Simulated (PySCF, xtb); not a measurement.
C3H8N2Si, SMILES C[Si@]1(N)C=NC1.

GFN2-xTB (xtb 6.7.1) at its own geometry gives an orbital gap of 2.87 eV and a dipole moment of 3.69 D.

Coordinates come from a PBE0-D3(BJ)/def2-SVP optimisation. The structure was generated by enumeration; whether it is a known compound was not checked. The values are those of a single conformer.

### Question
What does PBE/def2-TZVP (PySCF) give? (An estimate is asked for; the answer gives what the named calculation found.)

### Answer
gap 3.56 eV (levels -5.15 and -1.60 eV), dipole 3.00 D.
